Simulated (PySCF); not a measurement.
Ti(NH2)3: Ti(III) (d1), charge 0. The structure is a PBE0-D3(BJ)/def2-TZVP geometry optimised for multiplicity 2; coordination trigonal planar, point group D3h, metal–donor distances 1.91 Å.

```
10

Ti    0.000    0.000    0.000
N     1.906    0.000    0.000
H     2.498    0.820    0.000
H     2.498   -0.820    0.000
N    -0.953    1.651    0.000
H    -1.959    1.754    0.000
H    -0.539    2.574    0.000
N    -0.953   -1.651    0.000
H    -0.539   -2.574    0.000
H    -1.959   -1.754    0.000
```

Method (PySCF 2.14, density fitting): CASSCF(1,5) with orbitals averaged over all microstates of the shell, strongly contracted NEVPT2 on the averaged canonical orbitals; basis x2c-TZVPall on the metal, x2c-SVPall elsewhere; spin-free X2C; gas phase; spin-orbit coupling by state interaction with the mean-field operator over all roots.

Question: Which term lies lowest, and with what spin?

Answer: 2A1' (S = 1/2, orbital degeneracy 1), orbital occupations from the lowest 1.0 0.0 0.0 0.0 0.0, by NEVPT2.

Question: List the excited states of the same spin.

Answer: By NEVPT2: 2E'' at 9478 cm⁻¹ (1055 nm); 2E' at 14626 cm⁻¹ (684 nm). The strongest, at 14626 cm⁻¹, has f = 1.7e-03.

Question: Give the fitted ligand-field and repulsion parameters.

Answer: At NEVPT2 level: orbital energies 0, 9478, 9478, 14626, 14626 cm⁻¹; ζ = 110 cm⁻¹ (free ion 152).

Question: What magnetic behaviour follows?

Answer: The ground doublet has g = 1.940, 1.940, 2.002. μeff is 1.75 μB at 300 K and 1.70 μB at 10 K; the spin-only value is 1.73 μB.

NEVPT2 lifts 2E'' from 6632 to 9478 cm⁻¹; on the d shell alone such lifts tend to overshoot. NEVPT2 on the d shell alone tends to put d–d bands too high for such charged or covalently bound ions.

The job took 3.8 s on one thread of Intel Xeon Platinum 8488C (shared host), with 120 basis functions, launched as `OMP_NUM_THREADS=1 python lf_run.py task.json out`.
